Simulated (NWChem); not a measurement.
# Si2NH5F2; SMILES F[SiH2]N[SiH2]F

```xyz
10

Si    -0.5801     1.4417    -0.0918
F      0.5660     2.5948    -0.1179
N      0.0000     0.0000     0.6622
Si     0.5801    -1.4417    -0.0918
F     -0.5660    -2.5948    -0.1179
H     -1.7118     2.0051     0.6881
H     -0.9231     1.1225    -1.4998
H      0.0000     0.0000     1.6801
H      1.7118    -2.0051     0.6881
H      0.9231    -1.1225    -1.4998
```
Atoms are numbered in this order, from 1.

Program: NWChem. All runs use the structure optimised with PBE0/def2-SVP. Level M06-L/def2-SVP: energy and gradient on several grids; changes count from the extra-fine grid, which is no exact limit either.

| grid | size of the energy change (μHa) | largest change of a gradient component (μHa/bohr) | time, medium = 1 (rough) |
|---|---|---|---|
| xcoarse | 3000 | 6000 | about 1 |
| coarse | 2000 | 700 | about 1 |
| medium | 70 | 600 | about 1 |
| fine | 20 | 100 | about 1 |
| xfine | < 10 | < 30 | 3 |
